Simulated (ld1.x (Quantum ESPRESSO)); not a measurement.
## Scattering properties, ultrasoft potential for Er

ld1.x (Quantum ESPRESSO) 7.5 input, shortened:

```
&input
   title='Er', zed=68., rel=2, dft='BLYP', iswitch=3,
   config='[Xe] 4f12 5d0 6s2 6p0', rel_dist='average'
 /
 &inputp
   pseudotype=3, tm=.true., lloc=-1, rcloc=1.15,
   nlcc=.true., new_core_ps=.true., rcore=0.40,
   which_augfun='PSQ', rmatch_augfun_nc=.true.
 /
8
5S  1  0   2.00   0.00  1.60  1.90  0.0
6S  2  0   2.00   0.00  1.60  1.90  0.0
5P  2  1   6.00   0.00  2.55  2.70  0.0
6P  3  1   0.00   0.00  2.55  2.70  0.0
5D  3  2   0.00   0.00  1.95  2.35  0.0
5D  3  2   0.00   1.80  1.95  2.35  0.0
4F  4  3  12.00   0.00  0.75  0.80  0.0
4F  4  3   0.00   0.80  0.75  0.80  0.0
 &test
   configts(1)='4f12 5s2 5p6 5d0 6s2 6p0'
 /
```

Open shells are filled in proportion to 2j + 1 (rel_dist='average').

The phase is arctan(r·u′/u) with u = r·R(r), unwrapped; energies in Ry, scanned from -6 to 5 Ry. A pole is an energy at which the radial function vanishes at the test radius. The pseudo phase is shifted by a multiple of π to meet the all-electron one at the reference energy, and phase errors are pseudo minus all-electron; the curves can meet again beyond the range given. Levels narrower than the energy grid can be missing from the lists of poles.

```
channel  radius (bohr)  reference energy (Ry)  poles, all-electron       poles, pseudo  unbroken range about the reference energy with phases within 0.05 rad  phase error 1 Ry above the reference energy (rad)
      s           2.96                  -0.27          -3.76, 2.15         -3.76, 2.16                                                              below 4.6                                             +0.000
   p1/2           2.96                  -0.09          -2.12, 3.20  -2.11, -0.90, 1.11                                                            -0.5 to 0.2                                             -0.796
   p3/2           2.96                  -0.07          -1.68, 3.61  -1.66, -0.87, 0.99                                                            -0.5 to 0.2                                             -1.468
   d3/2           2.96                  -0.07                 0.68                0.68                                                        the whole range                                             +0.000
   d5/2           2.96                  -0.05                 0.74   -3.76, 0.73, 2.83                                                            -3.6 to 2.3                                             -0.003
   f5/2           2.96                  -0.26          -0.24, 3.50         -0.24, 3.50                                                        the whole range                                             +0.000
   f7/2           2.96                  -0.18          -0.15, 3.52         -0.15, 3.52                                                        the whole range                                             +0.000
```

The ghost test of this file was not conclusive. Its overlap operator is not positive definite in a basis up to 400 Ry (lowest eigenvalue s -0.53, p1/2 -0.99, p3/2 -0.85, d5/2 -0.34), so the file is unfit for use: the generalised eigenproblem breaks down once the basis is large enough, and its test numbers describe a broken file.

Phases in the d3/2 channel:

```json
{"E (Ry)": "-6.00", "all-electron": "1.432", "pseudo": "1.432"}
{"E (Ry)": "-5.74", "all-electron": "1.429", "pseudo": "1.429"}
{"E (Ry)": "-5.48", "all-electron": "1.425", "pseudo": "1.425"}
{"E (Ry)": "-5.22", "all-electron": "1.422", "pseudo": "1.422"}
{"E (Ry)": "-4.96", "all-electron": "1.418", "pseudo": "1.418"}
{"E (Ry)": "-4.70", "all-electron": "1.413", "pseudo": "1.413"}
{"E (Ry)": "-4.44", "all-electron": "1.409", "pseudo": "1.409"}
{"E (Ry)": "-4.18", "all-electron": "1.403", "pseudo": "1.403"}
{"E (Ry)": "-3.92", "all-electron": "1.398", "pseudo": "1.398"}
{"E (Ry)": "-3.66", "all-electron": "1.391", "pseudo": "1.391"}
{"E (Ry)": "-3.40", "all-electron": "1.384", "pseudo": "1.384"}
{"E (Ry)": "-3.14", "all-electron": "1.376", "pseudo": "1.376"}
{"E (Ry)": "-2.88", "all-electron": "1.367", "pseudo": "1.367"}
{"E (Ry)": "-2.62", "all-electron": "1.356", "pseudo": "1.356"}
{"E (Ry)": "-2.36", "all-electron": "1.343", "pseudo": "1.343"}
{"E (Ry)": "-2.10", "all-electron": "1.328", "pseudo": "1.328"}
{"E (Ry)": "-1.84", "all-electron": "1.309", "pseudo": "1.309"}
{"E (Ry)": "-1.58", "all-electron": "1.284", "pseudo": "1.284"}
{"E (Ry)": "-1.32", "all-electron": "1.250", "pseudo": "1.250"}
{"E (Ry)": "-1.06", "all-electron": "1.201", "pseudo": "1.201"}
{"E (Ry)": "-0.80", "all-electron": "1.119", "pseudo": "1.119"}
{"E (Ry)": "-0.54", "all-electron": "0.958", "pseudo": "0.958"}
{"E (Ry)": "-0.28", "all-electron": "0.506", "pseudo": "0.506"}
{"E (Ry)": "-0.02", "all-electron": "-0.661", "pseudo": "-0.661"}
{"E (Ry)": "0.24", "all-electron": "-1.283", "pseudo": "-1.283"}
{"E (Ry)": "0.50", "all-electron": "-1.492", "pseudo": "-1.492"}
{"E (Ry)": "0.76", "all-electron": "-1.598", "pseudo": "-1.598"}
{"E (Ry)": "1.02", "all-electron": "-1.671", "pseudo": "-1.671"}
{"E (Ry)": "1.28", "all-electron": "-1.733", "pseudo": "-1.733"}
{"E (Ry)": "1.54", "all-electron": "-1.796", "pseudo": "-1.796"}
{"E (Ry)": "1.80", "all-electron": "-1.873", "pseudo": "-1.873"}
{"E (Ry)": "2.06", "all-electron": "-1.982", "pseudo": "-1.982"}
{"E (Ry)": "2.32", "all-electron": "-2.165", "pseudo": "-2.165"}
{"E (Ry)": "2.58", "all-electron": "-2.531", "pseudo": "-2.531"}
{"E (Ry)": "2.84", "all-electron": "-3.235", "pseudo": "-3.235"}
{"E (Ry)": "3.10", "all-electron": "-3.894", "pseudo": "-3.894"}
{"E (Ry)": "3.36", "all-electron": "-4.221", "pseudo": "-4.220"}
{"E (Ry)": "3.62", "all-electron": "-4.383", "pseudo": "-4.383"}
{"E (Ry)": "3.88", "all-electron": "-4.478", "pseudo": "-4.478"}
{"E (Ry)": "4.14", "all-electron": "-4.540", "pseudo": "-4.541"}
{"E (Ry)": "4.40", "all-electron": "-4.585", "pseudo": "-4.585"}
{"E (Ry)": "4.66", "all-electron": "-4.619", "pseudo": "-4.620"}
{"E (Ry)": "4.92", "all-electron": "-4.646", "pseudo": "-4.648"}
```
